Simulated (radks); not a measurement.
Results of a calculation; reference values are marked as such.
All-electron atom: Pd in [Kr] 4d10. Code: a radial shooting solver on a logarithmic mesh with Libxc functionals. Model: Dirac Kohn-Sham, PBE, spin-unpolarised, spherical densities, point nucleus.

Normalised radial functions P(r) = r R(r) (large component), r in bohr:

r           4p3/2
0.002158   0.0022
0.002832   0.0037
0.003747   0.0062
0.004919   0.0104
0.006456   0.0171
0.008475   0.0279
0.01112    0.0448
0.0146     0.0707
0.01916    0.1085
0.02516    0.1611
0.03328    0.2304
0.04369    0.3054
0.05734    0.3691
0.07527    0.3870
0.0988     0.3135
0.1297     0.1146
0.1702    -0.1904
0.2234    -0.4892
0.2956    -0.5914
0.388     -0.3365
0.5093     0.2241
0.6685     0.8141
0.8775     1.1049
1.152      0.9804
1.512      0.6239
1.984      0.2901
2.626      0.0927
3.446      0.0203
4.524      0.0027
5.938      0.0002

4p3/2: eigenvalue -49.798 eV, 2 radial nodes at r = 0.145, 0.462 bohr, <r> = 1.05 bohr, 90 % of the charge inside 1.57 bohr.
